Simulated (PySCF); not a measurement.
CH3ClSZn, SMILES [Zn]([S]C)[Cl]. Atoms are numbered in the order given.

```xyz
7

Zn     0.1730     0.3420     0.0000
Cl    -0.2608     2.4135     0.0000
S      0.6266    -1.7814     0.0000
C     -1.0846    -2.4732     0.0000
H     -1.6532    -2.1877     0.9057
H     -0.9670    -3.5742     0.0000
H     -1.6532    -2.1877    -0.9057
```

The structure is a stationary point at PBE-D3(BJ)/def2-SVP. The structure was generated by enumeration; whether it is a known compound was not checked. Other conformers were not sampled.

These are PBE-D3(BJ)/def2-SVP run with PySCF 2.14.0 values and carry that method's errors.

Frequencies are harmonic and unscaled.

Computed harmonic wavenumbers and intensities:
```tsv
mode	ν (cm⁻¹)	IR (km/mol)	moving atoms (share of kinetic energy)
1	66	5.3	Zn 32 %, Cl 31 %, C 25 %, H 11 %
2	87	8.0	Zn 41 %, Cl 22 %, H 21 %, S 15 %
3	133	4.0	H 78 %, Zn 10 %, S 10 %
4	173	3.8	C 33 %, Zn 28 %, S 20 %, H 14 %
5	333	0.4	S 55 %, Cl 42 %
6	471	64.7	Zn 51 %, Cl 30 %, S 19 %
7	685	3.5	C 60 %, S 31 %, H 9 %
8	919	5.0	H 84 %, C 14 %
9	937	9.3	H 82 %, C 16 %
10	1285	14.6	H 87 %, C 12 %
11	1404	8.2	H 95 %
12	1406	8.7	H 95 %
13	2982	22.0	H 98 %
14	3088	4.7	H 90 %, C 10 %
15	3088	1.4	H 90 %, C 10 %
```
